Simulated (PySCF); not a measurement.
Run record: geometry optimisation, WN(NH2)3 (`[N]#[W]([NH2])([NH2])[NH2]`).

Computed with PBE0-D3(BJ)/def2-SVP geometry optimisation, gas phase, def2 core potentials past Kr (PySCF 2.14.0). Start geometry: GFN2-xTB. A driver script takes a list of jobs; this job's settings line and coordinates (Å) are shown.

Input:
```
{"job": {"xc": "PBE0", "basis": "def2-SVP", "d3": "d3bj", "grid": 1, "maxiter": 30, "shake": 0.03, "kind": "geom"}, "charge": 0, "multiplicity": 1}
W      0.064830    -0.076460     0.265500
N      0.001850    -0.004570     1.994570
N      1.874500    -0.032070    -0.200660
H      2.816620    -0.025160     0.474850
H      2.313840    -0.056940    -1.157790
N     -0.960480     1.700290    -0.159860
H     -1.120670     2.020480    -1.100020
H     -1.273740     2.383870     0.498790
N     -0.997930    -1.646370    -0.083380
H     -1.388950    -2.337500     0.559750
H     -1.231820    -2.011070    -1.060860
```

Estimate the output.

```
step   0  E = -289.35102442  max force = 0.134745
step   1  E = -289.37951977  max force = 0.078726
step   2  E = -289.38595434  max force = 0.025724
step   3  E = -289.38797503  max force = 0.013088
step   4  E = -289.38832090  max force = 0.004087
step   5  E = -289.38838162  max force = 0.000866
step   6  E = -289.38840339  max force = 0.000804
step   7  E = -289.38840938  max force = 0.000676
step   8  E = -289.38841219  max force = 0.000406
optimisation converged
```

Energies in Eh; «max force» is the largest Cartesian gradient component in Eh/bohr.

How much energy does the optimisation release, in eV?

E(step 0) − E(last step) = 0.037388 Eh, which is 1.017 eV.

In short: final energy -289.38841 Eh after 8 steps; dipole 4.47 D.

Hardware: Arm Neoverse N1, one thread, shared host with 64 logical CPUs at a one-minute load of 58. Cost: 1.9 min, 0.46 GiB resident at most.
Labels such as C1 count atoms from 1, the log's own numbers from 0.
